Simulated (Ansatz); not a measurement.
The first iterations of a band of CH6AlBO (10 atoms, charge 0, multiplicity 1).

Computed with RKS PBE0-D4/cc-pVDZ in Ansatz.

| Item | Value |
| --- | --- |
| movable images | 7 |
| climbing image | from the first iteration |
| spring | 5.0 eV/Å² |
| optimiser | lbfgs |
| start path | IDPP |
| force threshold | 0.03 eV/Å |
| iteration limit | 38 |
| end points | relaxed |

Initial state:

```xyz
10
Properties=species:S:1:pos:R:3
B -2.193 0.999 -1.027
Al -0.197 0.292 -0.850
O 0.255 -0.279 0.722
C 1.453 -0.806 1.218
H -2.491 2.158 -0.842
H -3.115 0.276 -1.335
H 0.921 0.232 -1.999
H 1.290 -1.827 1.607
H 2.252 -0.858 0.453
H 1.825 -0.188 2.055
```

Final state:

```xyz
10
Properties=species:S:1:pos:R:3
B -2.194 0.999 -1.028
Al -0.196 0.297 -0.848
O 0.258 -0.275 0.722
C 1.454 -0.808 1.218
H -3.111 0.278 -1.356
H -2.499 2.153 -0.826
H 0.922 0.241 -1.997
H 1.288 -1.833 1.596
H 2.256 -0.853 0.456
H 1.822 -0.198 2.063
```

| iteration | highest image above the first end (eV) | largest band force component (eV/Å) |
| --- | --- | --- |
| 1 | 0.162 | 0.516 |
| 2 | 0.153 | 0.328 |
| 3 | 0.117 | 0.431 |
| 4 | 0.112 | 0.213 |
| 5 | 0.104 | 0.250 |
| 6 | 0.102 | 0.185 |
| 7 | 0.091 | 0.204 |
| 8 | 0.090 | 0.143 |

Does the band converge within its limit, and where does its top end?

The run converged. It ended after 26 iterations with the highest image 0.078 eV above the first end. Another band between the same ends (7 images) ends at a top of the same energy, where a vibrational analysis finds 1 clearly imaginary mode.

The run took 12 min on 1 thread of Intel(R) Xeon(R) Platinum 8488C (Sapphire Rapids) (shared host), peak memory 0.26 GiB.
